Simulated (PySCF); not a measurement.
Atom-mapped SMILES (the numbers label the heavy atoms): `[CH3:1][c:2]1[cH:3][p:4][cH:5][cH:6][c:7]1[Cl:8]`; H(Xn) means a hydrogen on atom n.

[PySCF 2.14: NMR shieldings at PBE0/pcSseg-1/GIAO; GFN2-xTB geometry; non-relativistic; no solvent model; one conformer; one averaged value for each set of equivalent atoms]

References, each an isolated molecule treated in the same way: TMS for 13C.

Do the 13C shifts follow the atomic charges (in e)? Tabulate both.

## Answers


```json
{"atoms": "C3", "hybridisation": "sp2", "δ (ppm)": "166.1", "σ para (ppm)": "-240", "Hirshfeld": "-0.11", "IAO": "-0.38", "Mulliken": "-0.36", "ESP-fitted": "-0.07"}
{"atoms": "C5", "hybridisation": "sp2", "δ (ppm)": "163.7", "σ para (ppm)": "-241", "Hirshfeld": "-0.11", "IAO": "-0.38", "Mulliken": "-0.40", "ESP-fitted": "+0.05"}
{"atoms": "C7", "hybridisation": "sp2", "δ (ppm)": "148.2", "σ para (ppm)": "-217", "Hirshfeld": "+0.02", "IAO": "-0.01", "Mulliken": "-0.24", "ESP-fitted": "+0.11"}
{"atoms": "C2", "hybridisation": "sp2", "δ (ppm)": "147.5", "σ para (ppm)": "-218", "Hirshfeld": "+0.01", "IAO": "+0.02", "Mulliken": "-0.18", "ESP-fitted": "+0.14"}
{"atoms": "C6", "hybridisation": "sp2", "δ (ppm)": "140.7", "σ para (ppm)": "-204", "Hirshfeld": "-0.05", "IAO": "-0.14", "Mulliken": "+0.10", "ESP-fitted": "-0.35"}
{"atoms": "C1", "hybridisation": "sp3", "δ (ppm)": "28.5", "σ para (ppm)": "-87", "Hirshfeld": "-0.12", "IAO": "-0.43", "Mulliken": "-0.10", "ESP-fitted": "-0.57"}
```

Correlation coefficients of δ with charge over these carbons: Hirshfeld +0.36, IAO +0.36, Mulliken -0.41, ESP-fitted +0.81; with the paramagnetic shielding -1.00. Among the 5 sp2 carbons alone: Hirshfeld -0.74, IAO -0.83, Mulliken -0.89, ESP-fitted +0.30. With so few points, grouped by hybridisation, these coefficients are fragile. Charge is one influence among several: hybridisation and low-lying excitations act through the paramagnetic term.

Carbons that carry Cl, above all several Cl atoms, come out too deshielded, partly because spin–orbit coupling is missing. Shifts are as computed. Against solution values, carbons near 30 ppm lie about +3 ppm off and those near 130 ppm about +5 ppm; carbons on Cl a further +6 ppm. Of 1211 compounds with measured shifts, 218 miss one by over three times the rms of a fit or turn the order of signals round; such compounds aren't used in these exercises.
